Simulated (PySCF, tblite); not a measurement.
Isomers of C3H11NP2Si, one GFN2-xTB conformer each. Single-point energies are computed at PBE0/pcSseg-1 (PySCF, gas phase, no added dispersion term), electronic only.

Question: Rank them by PBE0/pcSseg-1 energy, lowest first (kcal/mol).
A. `[CH2:1]=[CH:2][N:3]([CH3:4])[SiH:5]([PH2:6])[PH2:7]` with C1–C2–N3–C4 -2°, C2–N3–Si5–P6 155°, N3–Si5–P6–H -64° and -157°, N3–Si5–P7–H 172° and -96°
B. `[CH3:1][N:2]([CH3:3])/[C:4]([SiH3:5])=[P:6]/[PH2:7]` with C4–P6–P7–H 155° and -113°

Answer: A (0.0), B (25.4).

As drawn, the lower has a C=C bond outside aromatic rings, which the higher lacks; the higher has an Si–C bond, which the lower lacks. GFN2-xTB itself gives, in the same order: 0.0, 6.9. Both levels put the same isomer lowest.

Q: Which frontier levels, dipoles and rotational constants go with these structures?

A: 
```csv
SMILES,"HOMO (eV, PBE0/pcSseg-1)",LUMO (eV),dipole (D),"A, B, C (MHz)"
C=CN(C)[SiH](P)P,-6.06,-0.21,1.00,"1617, 1102, 695.3"
CN(C)/C([SiH3])=P/P,-5.61,-1.03,3.49,"2191, 1039, 725.6"
```

Q: What happens when harmonic zero-point energies from GFN2-xTB frequencies are added?

A: 
```tsv
SMILES	ZPE (kcal/mol)	electronic (kcal/mol)	with ZPE (kcal/mol)
C=CN(C)[SiH](P)P	81.3	0.0	0.0
CN(C)/C([SiH3])=P/P	81.1	25.4	25.3
```

The zero-point energies span 0.2 kcal/mol. The order is unchanged.
